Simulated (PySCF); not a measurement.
PySCF was given this input:
```python
from pyscf import gto, scf, dft

mol = gto.M(
    atom='''
As   -0.000000   -0.000000   -0.044544
H     0.000000    0.000000    1.469944
''',
    basis='6-31g*',
    charge=0,
    spin=2,
    verbose=4,
)

mf = dft.UKS(mol)
mf.xc = 'blyp'
mf = mf.density_fit(auxbasis='def2-universal-jkfit')
mf.kernel()
```

Task: What is the computed Mulliken (on the basis functions themselves) charges in atom order (PySCF with DF-BLYP/6-31G*)?

Result: As1 -0.04, H2 0.04

Task: Give the total energy at the level DF-BLYP/6-31G*.

Result: -2236.1745 Eh

Task: Estimate the nuclear repulsion energy that DF-BLYP/6-31G* returns for this input.

Result: 11.5305 Eh

Task: Give the <S^2> at the level DF-BLYP/6-31G*.

Result: 2.003

These values belong to the state on which the SCF converged, which isn't shown to be the lowest.
